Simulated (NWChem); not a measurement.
System meant: InICl2; SMILES [Cl][In]([Cl])[I]

Here is an NWChem input.

```
start job
memory heap 200 mb stack 900 mb global 1100 mb
geometry units angstroms noautoz
  In     0.000000     0.000000     0.711371
  Cl     0.000000    -1.986713     1.926906
  Cl     0.000000     1.986713     1.926906
  I      0.000000     0.000000    -1.925966
end
basis spherical
  * library def2-svp
end
ecp
  In library def2-ecp
  I library def2-ecp
end
dft
  odft
  mult 2
  xc xpbe96 cpbe96
  iterations 150
  mulliken
end
task dft energy
```

End of the output:

```
 Summary of "ao basis" -> "" (spherical)
 ------------------------------------------------------------------------------
       Tag                 Description            Shells   Functions and Types
 ---------------- ------------------------------  ------  ---------------------
 *                          def2-svp                  on all atoms

 Summary of "ao basis" -> "ao basis" (spherical)
 ------------------------------------------------------------------------------
       Tag                 Description            Shells   Functions and Types
 ---------------- ------------------------------  ------  ---------------------
 In                         def2-svp                10       26   4s4p2d
 Cl                         def2-svp                 8       18   4s3p1d
 I                          def2-svp                10       26   4s4p2d

 Summary of "ao basis" -> "ao basis" (spherical)
 ------------------------------------------------------------------------------
       Tag                 Description            Shells   Functions and Types
 ---------------- ------------------------------  ------  ---------------------
 In                         def2-svp                10       26   4s4p2d
 Cl                         def2-svp                 8       18   4s3p1d
 I                          def2-svp                10       26   4s4p2d

      Symmetry analysis of basis
      --------------------------

        a1         37
        a2          9
        b1         17
        b2         25

  number of electrons :                   80
  multiplicity        :                    2
 ------------------------------------------------------------------------
  no. of electrons and multiplicity not compatible                  80
 ------------------------------------------------------------------------
 ------------------------------------------------------------------------
  current input line :
    23: task dft energy
 ------------------------------------------------------------------------
 ------------------------------------------------------------------------
 There is an error in the input file
 ------------------------------------------------------------------------
 For more information see the NWChem manual at https://nwchemgit.github.io

0: no. of electrons and multiplicity not compatible:Received an Error in Communication
```

Can this run be used? If not, why, and what is the fix?

The input was rejected before any calculation. Cause: the multiplicity doesn't fit the number of electrons (an even count wants an odd multiplicity, and the reverse). This input runs:
```
start job
memory heap 200 mb stack 900 mb global 1100 mb
geometry units angstroms noautoz
  In     0.000000     0.000000     0.711371
  Cl     0.000000    -1.986713     1.926906
  Cl     0.000000     1.986713     1.926906
  I      0.000000     0.000000    -1.925966
end
basis spherical
  * library def2-svp
end
ecp
  In library def2-ecp
  I library def2-ecp
end
dft
  xc xpbe96 cpbe96
  iterations 150
  mulliken
end
task dft energy
```
It converges to -1407.70678 Ha (PBE/def2-SVP with def2 effective core potentials on In, I).
